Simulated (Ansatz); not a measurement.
Ideal-gas functions of `[CH3][Al]([SH])[Cl]` at 600 K and 1 bar, from an Ansatz frequency run at PBE0-D4/def2-TZVP.

Molar mass 110.54 g/mol, point group Cs (symmetry number 1), electronic degeneracy 1, moments of inertia 131.941, 228.932, 357.755 u Å². Harmonic wavenumbers (cm⁻¹, unscaled): 48, 137, 149, 185, 279, 408, 545, 622, 660, 695, 733, 1224, 1439, 1439, 2712, 3047, 3126, 3141.

Use S(trans) = R[1.5 ln M + 2.5 ln T − 1.1517]; rotational temperatures θ = 24.2544 K / I; S(rot) = R[ln(√π/σ · √(T³/θAθBθC)) + 1.5]; for each mode x = 1.438777 ν̃/T, S = R[x/(eˣ − 1) − ln(1 − e⁻ˣ)] and H = RT x/(eˣ − 1); 1 cm⁻¹ = 0.0119627 kJ/mol; R = 8.31446 J/(mol·K).

Question: By hand: the entropy, in J/(mol·K).

Answer: Translation 182.1. Rotation: θ = 0.1838, 0.1059, 0.0678 K, giving 124.6. Vibration, mode by mode: 26.29, 17.61, 16.92, 15.14, 11.81, 8.82, 6.66, 5.72, 5.31, 4.97, 4.62, 1.82, 1.21, 1.21, 0.09, 0.05, 0.04, 0.04, in all 128.3. Electronic 0.0. Sum 435.0 J/(mol·K).

Question: By hand: H − E and G − E in kJ/mol, counted from the electronic energy.

Answer: Zero-point energy ½ × 20589 × 0.0119627 = 123.2; thermal vibration 35.9; translation, rotation and pV give 4 RT = 20.0. H − E = 179.1 kJ/mol, and G − E = 179.1 − 600 × 435.0/1000 = -81.9 kJ/mol.

Vibration gives 29 % of the entropy, 60.8 J/(mol·K) of it from the modes under 150 cm⁻¹: soft modes count most, and the harmonic formula is weakest for them. The sum counts one conformer and one mirror image; others add a mixing term.
